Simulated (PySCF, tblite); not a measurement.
Isomers of C6H13NSSi, one GFN2-xTB conformer each. Single-point energies are computed at PBE0/pcSseg-1 (PySCF, gas phase, no added dispersion term), electronic only.

Question: Rank them by PBE0/pcSseg-1 energy, lowest first (kJ/mol).
A. `[CH3:1][C:2](=[S:3])[C@H:4]1[CH2:5][CH2:6][N:7]([SiH3:8])[CH2:9]1` with C1–C2–C4–C5 -47°, C2–C4–C5–C6 112°, C4–C5–C6–N7 -18°, C5–C6–N7–Si8 -161°, C6–N7–C9–C4 -42°
B. `[CH2:1]=[N:2][SiH2:3][CH2:4]/[C:5]([CH3:6])=[CH:7]\[S:8][CH3:9]` with C1–N2–Si3–C4 -115°, N2–Si3–C4–C5 -174°, Si3–C4–C5–C6 85°, C5–C7–S8–C9 -164°
C. `[H]/[N:5]=[C:4](/[C:2](=[CH2:1])[CH3:3])[CH2:6][CH2:7][S:8][SiH3:9]` with C1–C2–C4–N5 175°, C2–C4–C6–C7 85°, C4–C6–C7–S8 180°, C6–C7–S8–Si9 -175°
D. `[CH2:1]=[C:2]([CH3:3])[C:4]1([NH:5][SiH2:6][SH:7])[CH2:8][CH2:9]1` with C1–C2–C4–N5 100°, C2–C4–N5–Si6 -144°, C4–N5–Si6–S7 -178°, N5–Si6–S7–H 178°
E. `[CH3:1][CH2:2][NH:3][C:4](=[S:5])[C@@H:6]1[CH2:7][CH2:8][SiH2:9]1` with C1–C2–N3–C4 134°, C2–N3–C4–S5 1°, N3–C4–C6–C7 -142°, C4–C6–C7–C8 -130°, C6–C7–C8–Si9 12°, C7–C8–Si9–C6 -10°, C4–C6–Si9–C8 129°

Answer: E (0.0), D (3.6), A (6.0), C (24.5), B (57.1).

As drawn, the lowest has a four-membered ring, an N–H bond and a C=S bond, which the highest lacks; the highest has a C=N bond and a C=C bond outside aromatic rings, which the lowest lacks. Neighbours under 10 kJ/mol apart (CCNC(=S)[C@@H]1CC[SiH2]1 and C=C(C)C1(N[SiH2]S)CC1; C=C(C)C1(N[SiH2]S)CC1 and CC(=S)[C@H]1CCN([SiH3])C1) can change places with a better method, another conformer or zero-point energy. GFN2-xTB itself gives, in the same order: 108.9, 42.0, 0.0, 125.3, 179.1. GFN2-xTB puts CC(=S)[C@H]1CCN([SiH3])C1 lowest instead; measured from each level's own lowest isomer, the values differ by up to 122.0 kJ/mol (C=N[SiH2]C/C(C)=C\SC: 179.1 against 57.1).

Which frontier levels, dipoles and rotational constants go with these structures?

```json
{"SMILES": "CCNC(=S)[C@@H]1CC[SiH2]1", "HOMO (eV, PBE0/pcSseg-1)": "-5.83", "LUMO (eV)": "-0.59", "dipole (D)": "4.16", "A, B, C (MHz)": "2140, 647.6, 586.0"}
{"SMILES": "C=C(C)C1(N[SiH2]S)CC1", "HOMO (eV, PBE0/pcSseg-1)": "-6.66", "LUMO (eV)": "0.20", "dipole (D)": "1.71", "A, B, C (MHz)": "1970, 618.0, 551.8"}
{"SMILES": "CC(=S)[C@H]1CCN([SiH3])C1", "HOMO (eV, PBE0/pcSseg-1)": "-6.10", "LUMO (eV)": "-1.74", "dipole (D)": "3.23", "A, B, C (MHz)": "2245, 663.2, 605.2"}
{"SMILES": "[H]/N=C(\\CCS[SiH3])C(=C)C", "HOMO (eV, PBE0/pcSseg-1)": "-6.94", "LUMO (eV)": "-1.23", "dipole (D)": "1.30", "A, B, C (MHz)": "2540, 444.8, 425.9"}
{"SMILES": "C=N[SiH2]C/C(C)=C\\SC", "HOMO (eV, PBE0/pcSseg-1)": "-5.72", "LUMO (eV)": "-0.73", "dipole (D)": "1.25", "A, B, C (MHz)": "1709, 584.4, 462.3"}
```

What happens when harmonic zero-point energies from GFN2-xTB frequencies are added?

| SMILES | ZPE (kJ/mol) | electronic (kJ/mol) | with ZPE (kJ/mol) |
| --- | --- | --- | --- |
| CCNC(=S)[C@@H]1CC[SiH2]1 | 463.1 | 0.0 | 9.3 |
| C=C(C)C1(N[SiH2]S)CC1 | 450.2 | 3.6 | 0.0 |
| CC(=S)[C@H]1CCN([SiH3])C1 | 459.5 | 6.0 | 11.7 |
| [H]/N=C(\CCS[SiH3])C(=C)C | 451.3 | 24.5 | 22.0 |
| C=N[SiH2]C/C(C)=C\SC | 447.7 | 57.1 | 51.0 |

The zero-point energies span 15.4 kJ/mol. C=C(C)C1(N[SiH2]S)CC1 becomes the lowest.
